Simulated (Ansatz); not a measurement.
GeH$_{6}$SSi (`[SiH3][S][GeH3]`), relaxed with RKS PBE0-D4/def2-TZVP in Ansatz 0.2.0 from a PBE-D4/def2-SVP geometry. The force threshold is 0.005 eV/Å; the program also tests the step.

Charge 0, multiplicity 1.

Start:

```xyz
9

Si    0.411    0.552    1.516
S     1.156    0.791   -0.499
Ge   -0.344   -0.509   -1.566
H    -1.009    1.031    1.640
H     1.304    1.381    2.393
H     0.461   -0.887    1.958
H     0.048   -0.437   -3.061
H    -1.776    0.043   -1.341
H    -0.252   -1.966   -1.040
```

| step | energy (eV) | largest force (eV/Å) | largest move (Å) |
| --- | --- | --- | --- |
| 1 | -75316.4146 | 0.530 | 0.000 |
| 2 | -75316.4425 | 0.078 | 0.038 |
| 3 | -75316.4436 | 0.015 | 0.010 |
| 4 | -75316.4437 | 0.005 | 0.004 |
| 5 | -75316.4437 | 0.002 | 0.002 |
| 6 | -75316.4437 | 0.003 | 0.004 |

End:

```xyz
9

Si    0.407    0.545    1.493
S     1.146    0.787   -0.491
Ge   -0.337   -0.500   -1.541
H    -0.999    1.017    1.601
H     1.282    1.359    2.371
H     0.455   -0.881    1.912
H     0.041   -0.438   -3.025
H    -1.753    0.050   -1.310
H    -0.242   -1.938   -1.009
```

Hardware: 2 threads of a server CPU on a shared host. Wall time 23 s, peak host memory 0.41 GiB.
